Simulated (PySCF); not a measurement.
Job file and geometry (Å, from GFN2-xTB) of an NMR shielding run on `C([C@H](COC=C)Cl)(=C)C`, C7H11ClO, GIAO PBE0/pcSseg-1 NMR shielding, non-relativistic, gas phase in PySCF; density fitting, a coarse starting grid and PySCF grid level 2 are the driver's defaults:

```
$ OMP_NUM_THREADS=1 python probes_run.py task.json out

{"job": {"kind": "nmr", "xc": "PBE0", "basis": "pcSseg-1"}, "charge": 0, "multiplicity": 1}
C      3.212023     0.908965    -0.675647
C      3.038855     0.049525     0.315523
O      1.882468    -0.456892     0.804548
C      0.682751    -0.060441     0.181225
C     -0.469688    -0.780208     0.874579
Cl    -0.484184    -2.501071     0.349221
C     -1.809506    -0.167720     0.586997
C     -2.595391     0.230546     1.575445
C     -2.193740    -0.052068    -0.855185
H      2.403923     1.331550    -1.244736
H      4.203054     1.217528    -0.949074
H      3.871172    -0.357735     0.873512
H      0.708461    -0.308002    -0.887436
H      0.540470     1.025537     0.293152
H     -0.271247    -0.803997     1.948556
H     -2.309769     0.136573     2.609062
H     -3.558227     0.671565     1.383825
H     -2.058888    -1.009639    -1.354021
H     -3.231111     0.254732    -0.950738
H     -1.566575     0.681931    -1.359646
```

Q: What does the program print?

A: 
```
coarse grid: 17136 points
cycle   1  E = -807.9677422173  dE =  1.148e+00  |g| = 5.934e-01  |ddm| = 3.963e+00
cycle   2  E = -807.9366723047  dE =  3.107e-02  |g| = 7.365e-01  |ddm| = 1.118e+00
cycle   3  E = -808.0438307351  dE = -1.072e-01  |g| = 1.132e-01  |ddm| = 6.582e-01
cycle   4  E = -808.0461242860  dE = -2.294e-03  |g| = 4.445e-02  |ddm| = 1.222e-01
cycle   5  E = -808.0465447993  dE = -4.205e-04  |g| = 1.503e-02  |ddm| = 4.855e-02
cycle   6  E = -808.0465995010  dE = -5.470e-05  |g| = 3.310e-03  |ddm| = 1.443e-02
cycle   7  E = -808.0466019786  dE = -2.478e-06  |g| = 9.910e-04  |ddm| = 3.550e-03
final grid: 160504 points
cycle   8  E = -808.1114276278  dE = -5.832e-05  |g| = 1.195e-02  |ddm| = 4.030e-02
cycle   9  E = -808.1114025206  dE =  2.511e-05  |g| = 1.660e-02  |ddm| = 2.130e-02
cycle  10  E = -808.1114563335  dE = -5.381e-05  |g| = 2.601e-03  |ddm| = 1.370e-02
cycle  11  E = -808.1114577628  dE = -1.429e-06  |g| = 4.332e-04  |ddm| = 2.559e-03
cycle  12  E = -808.1114578025  dE = -3.971e-08  |g| = 1.568e-04  |ddm| = 4.930e-04
cycle  13  E = -808.1114578083  dE = -5.792e-09  |g| = 3.553e-05  |ddm| = 1.415e-04
cycle  14  E = -808.1114578086  dE = -2.794e-10  |g| = 9.335e-06  |ddm| = 3.968e-05
converged SCF energy = -808.1114578086

GIAO shielding tensors (ppm)
atom      isotropic    diamagn.    paramagn.     s11        s22        s33       span
  0 C       99.452     258.744    -159.291      8.512    115.155    174.690    166.178
  1 C       26.944     246.021    -219.077    -81.297     57.885    104.243    185.539
  2 O      196.534     397.986    -201.451     89.026    230.716    269.861    180.835
  3 C      110.732     251.476    -140.744     96.544    102.794    132.857     36.312
  4 C      115.757     244.917    -129.160    100.283    120.729    126.259     25.976
  5 Cl     764.407    1148.153    -383.746    547.826    689.324   1056.071    508.245
  6 C       34.162     261.787    -227.625    -89.882     36.536    155.833    245.715
  7 C       65.303     250.367    -185.064    -34.848     87.557    143.202    178.050
  8 C      167.341     246.313     -78.972    154.596    161.093    186.335     31.739
  9 H       27.711      34.364      -6.654     25.068     25.704     32.361      7.293
 10 H       27.538      27.250       0.288     25.998     26.122     30.495      4.496
 11 H       24.880      27.450      -2.570     21.269     25.920     27.453      6.184
 12 H       27.837      34.083      -6.246     23.568     29.008     30.935      7.366
 13 H       27.904      34.888      -6.984     23.513     30.007     30.193      6.681
 14 H       27.039      33.314      -6.276     24.568     25.012     31.536      6.969
 15 H       26.299      31.173      -4.873     22.813     24.851     31.234      8.421
 16 H       26.449      29.802      -3.352     23.655     24.838     30.854      7.199
 17 H       29.116      29.035       0.082     23.943     30.697     32.709      8.766
 18 H       29.981      29.301       0.680     25.769     28.194     35.980     10.211
 19 H       30.173      30.715      -0.542     25.146     29.806     35.568     10.422
```

Q: Turn these shieldings into chemical shifts. Scale: ¹³C (σ = 186.93 ppm), ¹H (σ = 31.72 ppm) vs TMS; H2O for ¹⁷O (σ = 336.08 ppm); HCl for ³⁵Cl (σ = 949.78 ppm) (reference shieldings calculated alike).

A: Averaging equivalent atoms: C 1: 160.0; C 6: 152.8; C 7: 121.6; C 0: 87.5; C 3: 76.2; C 4: 71.2; C 8: 19.6; O 2: 139.5; Cl 5: 185; H 11: 6.84; H 15: 5.42; H 16: 5.27; H 14: 4.68; H 10: 4.18; H 9: 4.01; H 12: 3.88; H 13: 3.81; H 17/18/19: 1.96 ppm. Experimental scales use liquid or dissolved standards, which lie at an offset from isolated H2O (liquid H2O: subtract about 36 ppm).

Size and cost of the density-fitted run: 215 basis functions, 61 s wall time on 1 thread of an Intel Xeon, shared host; peak memory 0.96 GiB.
